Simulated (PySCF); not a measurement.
**`C#C[Si@H]1C[C@@H]1CCS`, C6H10SSi**

Molfile (atoms numbered from 1):
```
C6H10SSi
     RDKit          3D

 18 18  0  0  0  0  0  0  0  0999 V2000
    3.8209    1.8803    1.2135 C   0  0  0  0  0  0  0  0  0  0  0  0
    3.0077    1.3170    0.5292 C   0  0  0  0  0  0  0  0  0  0  0  0
    1.7771    0.4750   -0.5418 Si  0  0  1  0  0  4  0  0  0  0  0  0
    1.0119   -1.1188    0.1057 C   0  0  0  0  0  0  0  0  0  0  0  0
    0.0959    0.1088    0.2483 C   0  0  2  0  0  0  0  0  0  0  0  0
   -1.1866    0.1112   -0.5480 C   0  0  0  0  0  0  0  0  0  0  0  0
   -2.2111   -0.8165    0.0905 C   0  0  0  0  0  0  0  0  0  0  0  0
   -3.7442   -0.9528   -0.8948 S   0  0  0  0  0  0  0  0  0  0  0  0
    4.5292    2.3676    1.8199 H   0  0  0  0  0  0  0  0  0  0  0  0
    1.8769    0.7197   -1.9690 H   0  0  0  0  0  0  0  0  0  0  0  0
    1.3586   -1.5669    1.0265 H   0  0  0  0  0  0  0  0  0  0  0  0
    0.6776   -1.8697   -0.5979 H   0  0  0  0  0  0  0  0  0  0  0  0
   -0.0637    0.4244    1.2753 H   0  0  0  0  0  0  0  0  0  0  0  0
   -0.9949   -0.2212   -1.5709 H   0  0  0  0  0  0  0  0  0  0  0  0
   -1.5970    1.1250   -0.5954 H   0  0  0  0  0  0  0  0  0  0  0  0
   -2.4818   -0.4826    1.0929 H   0  0  0  0  0  0  0  0  0  0  0  0
   -1.8270   -1.8347    0.1487 H   0  0  0  0  0  0  0  0  0  0  0  0
   -4.0583    0.3407   -0.8443 H   0  0  0  0  0  0  0  0  0  0  0  0
  1  2  3  0
  2  3  1  0
  3  4  1  0
  4  5  1  0
  5  6  1  0
  6  7  1  0
  7  8  1  0
  5  3  1  0
  1  9  1  0
  3 10  1  6
  4 11  1  0
  4 12  1  0
  5 13  1  1
  6 14  1  0
  6 15  1  0
  7 16  1  0
  7 17  1  0
  8 18  1  0
M  END
```

Method: PySCF 2.14.0, TDDFT CAM-B3LYP/def2-SVPD circular dichroism and optical rotation, one conformer, gas phase. Geometry: GFN2-xTB.

The molecule is flexible and this is one conformer; a measurement averages over conformers.

Question: Draw the ECD and absorption spectra from the lowest 8 states, each a Gaussian of half-width 0.35 eV at 1/e height.

Answer: 
| E (eV) | λ (nm) | Δε (L mol⁻¹ cm⁻¹) | ε (L mol⁻¹ cm⁻¹) |
| --- | --- | --- | --- |
| 4.97 | 249 | +0.56 | 263 |
| 5.07 | 244 | +1.13 | 743 |
| 5.17 | 240 | +1.86 | 1800 |
| 5.27 | 235 | +2.46 | 3740 |
| 5.37 | 231 | +2.44 | 6630 |
| 5.47 | 226 | +1.48 | 10000 |
| 5.57 | 222 | -0.27 | 13000 |
| 5.67 | 218 | -2.15 | 14400 |
| 5.77 | 215 | -3.45 | 13700 |
| 5.87 | 211 | -3.94 | 11400 |
| 5.97 | 208 | -4.03 | 8550 |
| 6.07 | 204 | -4.34 | 6200 |
| 6.17 | 201 | -5.33 | 4910 |
| 6.27 | 198 | -7.03 | 4680 |
| 6.37 | 195 | -9.09 | 5160 |
| 6.47 | 191 | -10.97 | 5840 |

Δε uses R in velocity form, ε uses f in length form. Only the states computed contribute, so the short-wavelength end is incomplete.
